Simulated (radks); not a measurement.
Minus the highest occupied eigenvalue as an estimate of the ionisation energy, Yb20+ to Yb39+. The LB94 potential has the -1/r tail that LDA and GGA lack but no energy functional. Calculated with a radial shooting solver on a logarithmic mesh with Libxc functionals: Dirac Kohn-Sham, LB94 model potential, spin-unpolarised, spherical densities, finite nucleus; open shells fill j = l - 1/2 first; Fermi nuclear charge, rms radius 5.3108 fm.

species      configuration   HOMO  -e(HOMO) (eV)  <r> (bohr)  IE, NIST (eV)    kind
Yb20+        [Kr] 4d10 4f4  4f5/2         528.69       0.521            540  theory
Yb21+        [Kr] 4d10 4f3  4f5/2         571.06       0.511            580  theory
Yb22+        [Kr] 4d10 4f2  4f5/2         614.63       0.501            610  theory
Yb23+        [Kr] 4d10 4f1  4f5/2         659.37       0.492            651  theory
Yb24+            [Kr] 4d10  4d5/2         879.97       0.499            882  theory
Yb25+             [Kr] 4d9  4d5/2         925.12       0.495            924  theory
Yb26+             [Kr] 4d8  4d5/2         970.93       0.490            971  theory
Yb27+             [Kr] 4d7  4d5/2         1017.4       0.485           1019  theory
Yb28+             [Kr] 4d6  4d5/2         1064.5       0.481           1065  theory
Yb29+             [Kr] 4d5  4d5/2         1112.3       0.476           1114  theory
Yb30+             [Kr] 4d4  4d3/2         1174.5       0.465           1175  theory
Yb31+             [Kr] 4d3  4d3/2         1224.1       0.461           1224  theory
Yb32+             [Kr] 4d2  4d3/2         1274.5       0.457           1275  theory
Yb33+             [Kr] 4d1  4d3/2         1325.4       0.452           1324  theory
Yb34+                 [Kr]  4p3/2         1518.0       0.458           1516  theory
Yb35+    [Ar] 3d10 4s2 4p5  4p3/2         1569.1       0.455           1564  theory
Yb36+    [Ar] 3d10 4s2 4p4  4p3/2         1620.8       0.452           1618  theory
Yb37+    [Ar] 3d10 4s2 4p3  4p3/2         1673.0       0.449           1668  theory
Yb38+    [Ar] 3d10 4s2 4p2  4p1/2         1800.7       0.426           1789  theory
Yb39+    [Ar] 3d10 4s2 4p1  4p1/2         1856.2       0.423           1845  theory

Reference values: NIST Atomic Spectra Database (exp. = measured, semi-emp. = semi-empirical, theory = theoretical value adopted there). Spin polarisation and multiplet splitting are left out.

Beside tabulated values, note that spin-unpolarised runs miss the spin-polarisation part of the exchange energy of open shells.
